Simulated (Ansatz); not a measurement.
Other settings, tried on (CdTe)2 ring (Cd₂Te₂).

```yaml
crystal:
  periodic: [false, false, false]
  atoms:
    - {symbol: Cd, position_ang: [-1.310148, 0.051496, -0.555777]}
    - {symbol: Te, position_ang: [-0.915322, -0.351312, 2.125139]}
    - {symbol: Cd, position_ang: [1.310176, -0.051362, 0.555806]}
    - {symbol: Te, position_ang: [0.915294, 0.351188, -2.125178]}
basis:
  gaussian: {orbitals: def2-SVPD}
hamiltonian: {xc: {name: HF}}
correlation: {method: mp2}
scf: {omitted_lower_state_checks: [starts]}
output: {forces: true}
```

```sh
$ ansatz run in.yaml --threads 4 --pin off --events-out ev --progress --plain --max-ram 3916MiB
```

It prints (some lines left out):

```
Functional definition: HF
1556 factors; integrals over basis functions are off by at most 3.1e-4 eV
mean field evaluation 1: about -23610.3405 eV, gradient 2.1e1 eV
mean field evaluation 2: about -23610.8907 eV, gradient 2.2e1 eV
mean field evaluation 4: about -23613.0481 eV, gradient 2.4e0 eV
mean field evaluation 8: about -23613.1056 eV, gradient 2.2e-1 eV
mean field -23613.10607321 eV, -867.7656426524 hartree, gradient 2.2e-6 eV, S^2 0.000000; 0 other end points of the search recorded, 0 dependent functions left out
8 core orbitals not correlated: weight in the atoms' cores, before any rotation towards them, 1.000 or more for the frozen orbitals, at most 0.000 for the correlated occupied ones
reference -23613.10607321 eV, -867.7656426524 hartree; 36, 36 occupied and 94, 94 virtual orbitals, 1556 factors
second order -27.23473328 eV of doubles, -0.00000000 eV of singles
mean field evaluation 16: about -23612.1971 eV, gradient 2.4e0 eV
Total energy: -23640.34080650 eV, -868.7665006402 hartree
Atom 0 at    -1.310148     0.051496    -0.555777 Å, force     0.189157    -0.007531     0.080244 eV/Å
Atom 1 at    -0.915322    -0.351312     2.125139 Å, force     0.065943     0.025371    -0.152848 eV/Å
Atom 2 at     1.310176    -0.051362     0.555806 Å, force    -0.189352     0.007335    -0.080373 eV/Å
Atom 3 at     0.915294     0.351188    -2.125178 Å, force    -0.065748    -0.025175     0.152977 eV/Å
Dipole moment:     0.000027     0.000072     0.000024 e Å
Checks for a lower state left out: starts
```

It took 7 s on 4 threads of Arm Neoverse V2 on a shared host, peak host memory 0.55 GiB.

In the def2 sets Cd, Te take a core potential; there is no spin–orbit coupling. Correlated methods freeze 8 core orbitals; core or outer-core shells of Cd, Te are correlated, in sets that lack core-valence functions.
